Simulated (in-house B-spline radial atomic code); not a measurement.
# Ionising In VII (In6+) with different functionals

Computed with an all-electron radial atomic-structure program (B-spline basis): four-component Dirac-Coulomb Hamiltonian, Fermi nucleus of rms radius 4.6156 fm, spin-restricted, spherical fractional occupations for the functionals, and exact exchange of hybrids averaged over the configuration. The ionisation energy is the difference of two self-consistent energies, [Kr] 4d7 → [Kr] 4d6, without Breit or QED terms; ε is the level of the shell that loses the electron (mean over j). The electron is taken from both j subshells in proportion to 2j + 1, so the result is a j average, not the step between ground levels.

| method | rung | ΔSCF (eV) | -ε(4d) (eV) |
| --- | --- | --- | --- |
| PBE0 | global hybrid | 112.97 | 105.73 |
| wB97X | range-separated hybrid | ? | ? |
| HSE06 | range-separated hybrid | ? | ? |
| CAM-B3LYP | range-separated hybrid | 112.90 | 107.12 |

Task: What does HSE06 give?

Result: ΔSCF 112.93 eV, and -ε(4d) = 105.28 eV.

Task: What does wB97X give?

Result: ΔSCF 112.72 eV, and -ε(4d) = 108.04 eV.

Task: Among the functionals, which spreads more, the ΔSCF values or the orbital energies?

Result: The orbital energies: ΔSCF values span about 0.24 eV and the orbital energies 2.77 eV; here energy differences depend much less on the functional than eigenvalues do.

Task: How do they compare with the NIST value?

Result: NIST lists 109 eV ± 2 (tabulated theory, ground level to ground level). Errors run from +3.72 to +3.97 eV; all lie within about twice that uncertainty, so the table can't rank the methods.
